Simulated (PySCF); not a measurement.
**Polarisability and C₆ of Cu- (copper, charge -1)**

[Ar] 3d10 4s2, closed-shell 1S. All numbers are calculated (PySCF 2.14, no relativity, point nucleus, in def2-QZVPPD (11s6p5d4f2g, 100 functions)). Coupled (time-dependent) response in atomic units; α is the mean over directions.

```json
{"method": "UHF", "mean α (bohr³)": "242.1", "C₆ (like pair)": "3796", "S(−4)": "35100"}
```

S(−4) is the Cauchy moment in α(ω) = α(0) + S(−4) ω² + …

α(iu) at UHF:

| u (hartree) | α(iu) (bohr³) |
| --- | --- |
| 0 | 242.1 |
| 0.0500 | 178.3 |
| 0.100 | 101.8 |
| 0.200 | 40.73 |
| 0.300 | 22.21 |
| 0.500 | 10.42 |
| 0.750 | 5.913 |
| 1.00 | 4.026 |
| 1.50 | 2.367 |
| 2.00 | 1.621 |
| 3.00 | 0.9378 |
| 5.00 | 0.4495 |

A single London oscillator, α(iu) = α/(1 + u²/ω²), gives C₆ = (3/4) ω α². Matching the computed C₆ needs ω = 4 × 3796 / (3 × 242.1²) = 0.0864 hartree.

For an ion, C₆ is the dispersion term alone; charge-induced terms of lower order in 1/R come first.

The outer electron is barely bound at this level, so radii and moments hang on the diffuse functions.
